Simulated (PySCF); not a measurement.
**How methods differ on the ionisation energy of Pt**

Pt [Xe] 4f14 5d9 6s1 (3D) → Pt⁺ [Xe] 4f14 5d9 (2D), as a difference of total energies. Computed with PySCF 2.14 in ANO-RCC-VTZP, with the spin-free X2C one-electron Hamiltonian (Gaussian nucleus). The calculations carry no spin-orbit coupling.

```
   method  ionisation energy (eV)
      UHF                   7.586
    B3LYP                   9.326
  LC-wPBE                   8.790
BHandHLYP                   8.803
```

The reference lies between the lowest fine-structure levels, while these numbers refer to the centres of the terms.

For comparison: 8.959 eV (measured; NIST Atomic Spectra Database, ionization energies).
